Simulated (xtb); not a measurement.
Ge(H)2(Me)(OMe) (C2H8GeO), SMILES [GeH2]([O]C)[CH3]. All values are semi-empirical tight-binding results from xtb (GFN2-xTB unless named), good for trends rather than for accurate numbers. Geometry optimised at GFN2-xTB. The structure was generated by enumeration, and PubChem lists no compound with its InChIKey, so it may never have been made. Other conformers were not sampled.

Optimised geometry:

Bond lengths (Å): Ge1–C2 1.958, Ge1–O3 1.765, Ge1–H5 1.517, Ge1–H6 1.517, C2–H7 1.086, C2–H8 1.087, C2–H9 1.087, O3–C4 1.408, C4–H10 1.093, C4–H11 1.091, C4–H12 1.093. Bond angles (°): C2–Ge1–O3 102.5, C2–Ge1–H5 115.2, C2–Ge1–H6 115.3, O3–Ge1–H5 108.4, O3–Ge1–H6 108.2, H5–Ge1–H6 106.8, Ge1–C2–H7 111.4, Ge1–C2–H8 109.9, Ge1–C2–H9 109.8, H7–C2–H8 108.6, H7–C2–H9 108.7, H8–C2–H9 108.2, Ge1–O3–C4 125.4, O3–C4–H10 111.6, O3–C4–H11 107.2, O3–C4–H12 111.7, H10–C4–H11 109.0, H10–C4–H12 108.5, H11–C4–H12 109.0.
Charge 0, spin multiplicity 1.

For metal compounds this method's bond lengths and energies can be far off.

Computed properties:
- orbital gap = 8.19 eV
- zero-point energy = 56.4 kcal/mol
- G − E(el) at 298.15 K (modified RRHO) = 36.4 kcal/mol

Computed atomic charges and the Wiberg bond orders between heavy atoms:
charges (e) Ge1 0.22, C2 -0.14, O3 -0.35, C4 0.05, H5 -0.03, H6 -0.03, H7 0.05, H8 0.06, H9 0.07, H10 0.03, H11 0.04, H12 0.03. Bond orders Ge1–C2 0.92, Ge1–O3 1.12, O3–C4 0.99.
